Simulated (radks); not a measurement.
The numbers below are computed, except where a source is named.
Excited configurations of Ir6+: one electron is placed in a higher orbital outside [Xe] 4f14 5d2. The ground configuration is [Xe] 4f14 5d3. Code: a radial shooting solver on a logarithmic mesh with Libxc functionals. Model: scalar-relativistic Kohn-Sham, LDA (Slater exchange, Perdew-Wang correlation), spin-unpolarised, spherical densities, finite nucleus; Fermi nuclear charge, rms radius 5.4032 fm. Excitation = E - E(ground); binding = E(ion) - E, where the ion is the core of charge +7; n* = 7/sqrt(2 binding) in atomic units. These energies are relativistic, and a one-electron ion of charge +7 with no core already has n* below n in this formula (scalar-relativistic equation, point nucleus: 5f 5.000, 6s 5.999, 6p 5.999, 6d 6.000, 6f 6.000, 7s 6.999). The quantum defect is therefore taken as that value minus n*, so that it holds no relativistic shift of the bare ion.

outer orbital,excitation (eV),binding (eV),n*,quantum defect
5f,42.400,46.140,3.801,1.199
6s,15.146,73.394,3.014,2.985
6p,28.111,60.429,3.322,2.678
6d,44.326,44.215,3.883,2.117
6f,59.479,29.061,4.790,1.210
7s,47.815,40.725,4.046,2.953

The Delta-SCF ionisation energy is 88.540 eV (NIST Atomic Spectra Database: 89 eV, theoretical). Self-interaction in the functional shifts the binding energies and quantum defects, so they are the method's values and not measured ones. Spin polarisation and multiplet splitting are left out, so open shells lie too high by an amount that depends on their filling. Spin-orbit splitting is averaged out at the scalar-relativistic level.

Beside tabulated values, note that spin-unpolarised runs miss the spin-polarisation part of the exchange energy of open shells.
